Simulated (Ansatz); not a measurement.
C₃H₁₀OSi (`CC[SiH2]CO`), relaxed with RKS PBE-D4/def2-SVP in the Gaussian-basis code of Ansatz from a rough embedded geometry. The force threshold is 0.03 eV/Å; the program also tests the step.

Total charge 0; spin multiplicity 1.

Start:

```xyz
15

C     1.655   -0.009    0.856
C     1.106    0.589   -0.357
Si   -0.713    0.939   -0.301
C    -1.765   -0.634   -0.159
O    -1.498   -1.691   -1.049
H     1.202   -1.049    1.090
H     1.497    0.573    1.757
H     2.727   -0.233    0.748
H     1.271   -0.060   -1.198
H     1.614    1.537   -0.530
H    -1.038    1.890    0.817
H    -1.148    1.627   -1.596
H    -1.508   -1.079    0.938
H    -2.796   -0.392   -0.105
H    -0.604   -2.008   -0.913
```

(1) How much energy does the relaxation release, and in how many steps? (An estimate is asked.)

(2) Which bonds change most? (An estimate is asked.)

(3) Give the relaxed structure. (Best estimate.)

## Answers

(1) Ansatz gave: 49.16 kJ/mol, in 6 steps.

(2) Computed: C4–H13 from 1.211 to 1.119 Å; C1–C2 from 1.460 to 1.536 Å; C4–H14 from 1.060 to 1.111 Å; C2–Si3 from 1.853 to 1.902 Å.

(3) Ansatz gave: 
```xyz
15

C     1.648   -0.094    0.871
C     1.085    0.573   -0.393
Si   -0.772    0.974   -0.306
C    -1.739   -0.658   -0.045
O    -1.376   -1.633   -1.028
H     1.148   -1.062    1.089
H     1.508    0.546    1.766
H     2.734   -0.304    0.782
H     1.251   -0.070   -1.287
H     1.628    1.517   -0.613
H    -1.040    1.934    0.830
H    -1.203    1.614   -1.600
H    -1.616   -1.037    1.001
H    -2.827   -0.471   -0.167
H    -0.429   -1.829   -0.901
```
